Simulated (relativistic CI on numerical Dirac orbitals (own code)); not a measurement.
# Energy levels of Bi¹⁵⁺

Calculated at this level of theory: Dirac-Coulomb-Breit CI, orbitals from a KLI potential per configuration, model QED (radiative potential, 1s self-energy scaled to tabulated hydrogen-like ionisation energies), unscaled Slater integrals (own radial code, finite nucleus).

CI space (outside the closed core [Kr] 4d10): 4f14 5s2 5p6, 4f14 5s2 5p5 5d, 4f14 5s 5p6 5d, 4f14 5s2 5p5 5f, 4f14 5s2 5p5 5g, 4f14 5s 5p6 5f, 4f14 5s2 5p5 6s, 4f13 5s2 5p6 5d, 4f14 5s2 5p5 6p, 4f14 5s 5p6 5g, 4f14 5p6 5d2, 4f14 5p5 5d3, 4f14 5p5 5d2 5f, 4f14 5p5 5d2 5g, 4f14 5p5 5d2 6s. Double excitations out of closed p, d and f shells are left out; levels of such configurations are missing from the list, as are those of other unlisted configurations, and high levels can miss mixing partners. These lack a partner that the ground configuration has and come out too high: 4f13 5s2 5p6 5d, 4f14 5s2 5p5 6p.

| No. | Configuration | Term | J | E (eV) | % | Landé g | jj configuration (%) |
| --- | --- | --- | --- | --- | --- | --- | --- |
| 1 | 4f14 5s2 5p6 | 1S | 0 | 0.000 | 100 |  | closed (100) |
| 2 | 4f14 5s2 5p5 5d | 3P° | 0 | 67.669 | 100 |  | 5p3/2^3 5d3/2 (100) |
| 3 | 4f14 5s2 5p5 5d | 3P° | 1 | 69.443 | 80 | 1.299 | 5p3/2^3 5d3/2 (88) |
| 4 | 4f14 5s2 5p5 5d | 3F° | 3 | 71.238 | 60 | 1.080 | 5p3/2^3 5d3/2 (99) |
| 5 | 4f14 5s2 5p5 5d | 3D° | 2 | 71.826 | 54 | 1.128 | 5p3/2^3 5d3/2 (95) |
| 6 | 4f14 5s2 5p5 5d | 3F° | 4 | 74.213 | 100 | 1.249 | 5p3/2^3 5d5/2 (100) |
| 7 | 4f14 5s2 5p5 5d | 1D° | 2 | 75.482 | 50 | 1.164 | 5p3/2^3 5d5/2 (95) |
| 8 | 4f14 5s2 5p5 5d | 3D° | 3 | 78.088 | 67 | 1.222 | 5p3/2^3 5d5/2 (99) |
| 9 | 4f14 5s2 5p5 5d | 3D° | 1 | 85.249 | 55 | 0.797 | 5p3/2^3 5d5/2 (76) |
| 10 | 4f14 5s2 5p5 5d | 3F° | 2 | 99.946 | 70 | 0.778 | 5p1/2 5p3/2^4 5d3/2 (99) |
| 11 | 4f14 5s2 5p5 5d | 3D° | 2 | 105.123 | 41 | 1.259 | 5p1/2 5p3/2^4 5d5/2 (99) |
| 12 | 4f14 5s2 5p5 5d | 3F° | 3 | 106.125 | 39 | 1.112 | 5p1/2 5p3/2^4 5d5/2 (100) |
| 13 | 4f14 5s2 5p5 5d | 1P° | 1 | 110.940 | 69 | 0.901 | 5p1/2 5p3/2^4 5d3/2 (87) |
| 14 | 4f14 5s2 5p5 6s | 3P° | 2 | 138.083 | 100 | 1.500 | 5p3/2^3 6s (100) |
| 15 | 4f14 5s2 5p5 6s | 1P° | 1 | 139.029 | 65 | 1.175 | 5p3/2^3 6s (100) |
| 16 | 4f14 5s 5p6 5d | 3D | 1 | 149.100 | 68 | 0.499 | 5s 5d3/2 (68) |
| 17 | 4f14 5s 5p6 5d | 3D | 2 | 150.913 | 67 | 1.147 | 5s 5d3/2 (56) |
| 18 | 4f14 5s 5p6 5d | 3D | 3 | 154.703 | 68 | 1.305 | 5s 5d5/2 (68) |
| 19 | 4f14 5s2 5p5 6p | 3P | 1 | 157.620 | 46 | 1.587 | 5p3/2^3 6p1/2 (98) |
| 20 | 4f14 5s2 5p5 6p | 3D | 2 | 158.124 | 50 | 1.157 | 5p3/2^3 6p1/2 (98) |
| 21 | 4f14 5s2 5p5 5f | 3G | 5 | 160.743 | 100 | 1.199 | 5p3/2^3 5f7/2 (100) |
| 22 | 4f14 5s2 5p5 5f | 3G | 4 | 160.936 | 59 | 1.042 | 5p3/2^3 5f5/2 (99) |
| 23 | 4f13 5s2 5p6 5d | 3P° | 2 | 160.992 | 75 | 1.398 | 4f7/2^7 5d3/2 (95) |
| 24 | 4f14 5s 5p6 5d | 1D | 2 | 161.018 | 81 | 1.021 | 5s 5d5/2 (43) |
| 25 | 4f13 5s2 5p6 5d | 3H° | 5 | 162.122 | 53 | 1.028 | 4f7/2^7 5d3/2 (99) |
| 26 | 4f14 5s2 5p5 5f | 1F | 3 | 162.331 | 37 | 0.955 | 5p3/2^3 5f5/2 (94) |
| 27 | 4f13 5s2 5p6 5d | 3D° | 3 | 163.115 | 44 | 1.167 | 4f7/2^7 5d3/2 (99) |
| 28 | 4f14 5s2 5p5 5f | 3F | 4 | 163.426 | 67 | 1.168 | 5p3/2^3 5f7/2 (99) |
| 29 | 4f13 5s2 5p6 5d | 3G° | 4 | 163.626 | 42 | 1.071 | 4f7/2^7 5d3/2 (98) |
| 30 | 4f14 5s2 5p5 5f | 3D | 1 | 163.718 | 68 | 0.501 | 5p3/2^3 5f5/2 (68) |
| 31 | 4f14 5s2 5p5 5f | 3F | 2 | 164.133 | 47 | 0.903 | 5p3/2^3 5f5/2 (77) |
| 32 | 4f14 5s 5p6 5d | 3D | 3 | 165.016 | 29 | 1.210 | 5p3/2^3 5f7/2 (66) |
| 33 | 4f13 5s2 5p6 5d | 3P° | 1 | 166.277 | 72 | 1.220 | 4f7/2^7 5d5/2 (52) |
| 34 | 4f14 5s2 5p5 5f | 1D | 2 | 166.302 | 42 | 1.043 | 5p3/2^3 5f7/2 (72) |
| 35 | 4f13 5s2 5p6 5d | 3H° | 6 | 166.584 | 100 | 1.165 | 4f7/2^7 5d5/2 (100) |
| 36 | 4f13 5s2 5p6 5d | 1D° | 2 | 167.026 | 42 | 1.079 | 4f7/2^7 5d5/2 (94) |
| 37 | 4f13 5s2 5p6 5d | 3H° | 4 | 167.253 | 83 | 0.868 | 4f5/2^5 4f7/2^8 5d3/2 (88) |
| 38 | 4f14 5s2 5p5 6p | 3D | 3 | 167.984 | 98 | 1.330 | 5p3/2^3 6p3/2 (98) |
| 39 | 4f14 5s2 5p5 6p | 1P | 1 | 168.024 | 56 | 1.267 | 5p3/2^3 6p3/2 (98) |
| 40 | 4f14 5s2 5p5 6s | 3P° | 0 | 168.061 | 99 |  | 5p1/2 5p3/2^4 6s (99) |
| 41 | 4f13 5s2 5p6 5d | 1D° | 2 | 168.201 | 47 | 0.865 | 4f5/2^5 4f7/2^8 5d3/2 (97) |
| 42 | 4f13 5s2 5p6 5d | 3D° | 3 | 168.254 | 48 | 1.132 | 4f7/2^7 5d5/2 (93) |
| 43 | 4f13 5s2 5p6 5d | 3F° | 4 | 168.403 | 49 | 1.117 | 4f7/2^7 5d5/2 (89) |
| 44 | 4f14 5s2 5p5 6s | 3P° | 1 | 168.515 | 64 | 1.316 | 5p1/2 5p3/2^4 6s (98) |
| 45 | 4f13 5s2 5p6 5d | 3G° | 5 | 168.607 | 82 | 1.162 | 4f7/2^7 5d5/2 (99) |

Energies count from the lowest computed level; ° marks odd parity. Filled j subshells are mostly left out of the jj labels.

The mean weight of the leading LS term, summed over parents, in these 45 levels is 65 %, and that of the leading jj configuration (from the same eigenvectors) 90 %, so jj coupling describes them better and the LS labels are nominal.

At this charge energies of transitions that change n are usually good to better than 1 %, and those within a shell (Δn = 0) to a few per cent. Levels and lines within the n = 5 or 6 shells can be off by up to 10 % or somewhat more, and those that change n by about 2 %, since core polarisation is missing.

LS names give the leading component of a level, which can be under half, so a name can repeat, a term be missing and a line seem to break the LS rules.
